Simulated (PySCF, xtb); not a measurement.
B₂O₃, SMILES O=BOB=O. The values are those of a single conformer.

Harmonic wavenumbers (cm⁻¹) from GFN2-xTB in xtb at its own minimum, in rising order: 53, 53, 422, 422, 426, 426, 689, 1345, 2186, 2200.

Task: What does PBE0-D3(BJ)/def2-SVP in PySCF give at its own minimum? (The exact figures need the calculation; the answer reports its results.)

Result: 19, 19, 475, 475, 494, 494, 689, 1355, 2192, 2227. Paired by order, the mean absolute difference is 35 cm⁻¹ and the zero-point energies are 11.8 and 12.1 kcal/mol.
